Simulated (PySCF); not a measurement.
C4H9NO2Si.
Z-matrix (Å and degrees, PBE0-D3(BJ)/def2-SVP geometry), rows numbered from 1:
```
C 
C   1  1.5104
O   2  1.2130  1  123.43
N   2  1.3728  1  114.47  3   179.28
C   4  1.3915  2  122.11  1  -178.09
C   5  1.3403  4  124.00  2   179.60
O   6  1.3515  5  125.65  4  -179.77
Si  7  1.6802  6  126.98  5     1.22
H   1  1.1007  2  111.66  3   130.40
H   1  1.1016  2  110.32  3  -109.58
H   1  1.0956  2  108.59  3     9.58
H   4  1.0118  2  118.94  1     0.71
H   5  1.0938  4  112.54  2    -0.40
H   6  1.0959  5  121.95  4     0.26
H   8  1.4931  7  110.39  6   -60.54
H   8  1.4855  7  105.10  6   179.85
H   8  1.4932  7  110.22  6    60.22
```

Method: PBE0-D3(BJ)/def2-SVP geometry optimisation, gas phase (PySCF).

Masses are those of the commonest isotopes; rigid-rotor values at the optimised geometry. The values belong to one conformer with, in the numbering `[CH3:1][C:2](=[O:3])[NH:4]/[CH:5]=[CH:6]/[O:7][SiH3:8]`, C1–C2–N4–C5 -178°, C2–N4–C5–C6 180°, C5–C6–O7–Si8 1°.

Problem. What are A, B and C (GHz)?

Solution. Ia = 104.31, Ib = 774.60, Ic = 869.63 u·Å²; 505379 MHz·u·Å²/I gives 4845, 652.4 and 581.1 MHz, that is A = 4.8448, B = 0.6524, C = 0.5811 GHz.

Problem. What kind of rotor is it?

Solution. A near-prolate asymmetric top; Ray's κ = -0.967.

Problem. What does the inertial defect say?

Solution. Not planar: Δ = Ic − Ia − Ib = -9.29 u·Å². For a rigid frame Δ = −2 Σ m c², so Σ m c² = 4.64 u·Å² lies off the ab plane: 4.59 from hydrogen and 0.05 from heavier atoms. The atom farthest from that plane is 1.25 Å away.

Problem. Give the other two planar moments, Paa and Pbb, and the rms extents of the mass along the axes.

Solution. Paa = Σ m a² = (Ib + Ic − Ia)/2 = 769.96 and Pbb = Σ m b² = (Ia + Ic − Ib)/2 = 99.67 u·Å². With the mass M = 131.04 u, the rms extents √(P/M) along a, b and c are 2.42, 0.87, 0.19 Å.

Problem. Where do the levels up to J = 2 lie, in K?

Solution. Above 0(0,0), as E/k:
J = 1: 1(0,1) 0.059, 1(1,1) 0.260, 1(1,0) 0.264
J = 2: 2(0,2) 0.178, 2(1,2) 0.375, 2(1,1) 0.386, 2(2,1) 0.989, 2(2,0) 0.989
The levels of one J sum to (2J + 1)J(J + 1)(A + B + C)/3.

Problem. Which lines would a microwave search look for?

Solution. The dipole components are |μa| = 0.78 D, |μb| = 2.89 D, |μc| = 0.14 D. The squared components, which scale the intensities, stand as 0.07 : 1.00 : 0.00 (a : b : c). Some lines, for components of 0.1 D or more:

| type | branch | J(Ka,Kc) | MHz | lower level (cm⁻¹) |
| --- | --- | --- | --- | --- |
| a | Q | 3(1,2) ← 3(1,3) | 428 | 0.381 |
| a | R | 1(0,1) ← 0(0,0) | 1234 | 0.000 |
| a | R | 2(1,2) ← 1(1,1) | 2396 | 0.181 |
| a | R | 2(0,2) ← 1(0,1) | 2466 | 0.041 |
| a | R | 3(2,2) ← 2(2,1) | 3701 | 0.688 |
| a | R | 3(1,2) ← 2(1,1) | 3807 | 0.268 |
| c | Q | 3(1,3) ← 3(0,3) | 4018 | 0.247 |
| b | R | 1(1,1) ← 0(0,0) | 5426 | 0.000 |
| b | R | 2(1,2) ← 1(0,1) | 6588 | 0.041 |
| c | R | 2(1,1) ← 1(0,1) | 6802 | 0.041 |
| c | Q | 3(2,2) ← 3(1,2) | 12471 | 0.395 |
| c | Q | 2(2,1) ← 2(1,1) | 12577 | 0.268 |
| b | Q | 2(2,0) ← 2(1,1) | 12578 | 0.268 |
| b | Q | 2(2,1) ← 2(1,2) | 12791 | 0.261 |
| b | Q | 3(2,2) ← 3(1,3) | 12898 | 0.381 |
| b | R | 2(2,1) ← 1(1,0) | 15115 | 0.183 |
| c | R | 2(2,0) ← 1(1,0) | 15116 | 0.183 |
| c | R | 2(2,1) ← 1(1,1) | 15187 | 0.181 |
| b | R | 2(2,0) ← 1(1,1) | 15188 | 0.181 |
| b | R | 3(2,2) ← 2(1,1) | 16278 | 0.268 |
| c | R | 3(2,2) ← 2(1,2) | 16492 | 0.261 |
| c | Q | 3(3,1) ← 3(2,1) | 21136 | 0.811 |
| b | Q | 3(3,0) ← 3(2,1) | 21136 | 0.811 |
| b | R | 3(3,1) ← 2(2,0) | 24840 | 0.688 |
| c | R | 3(3,1) ← 2(2,1) | 24841 | 0.688 |
| b | R | 3(3,0) ← 2(2,1) | 24841 | 0.688 |

Whether it is a minimum is left open (no frequencies). No vibrational averaging or centrifugal distortion is included, and the geometry carries the error of its method. A rigid rotor knows nothing of internal rotation, which can split or shift real lines. Quadrupole hyperfine structure (14N) is left out.

On Arm Neoverse V1, one thread, no GPU (shared host), this took 1.8 min and 0.64 GiB of memory at its peak. These figures are those of the optimisation.
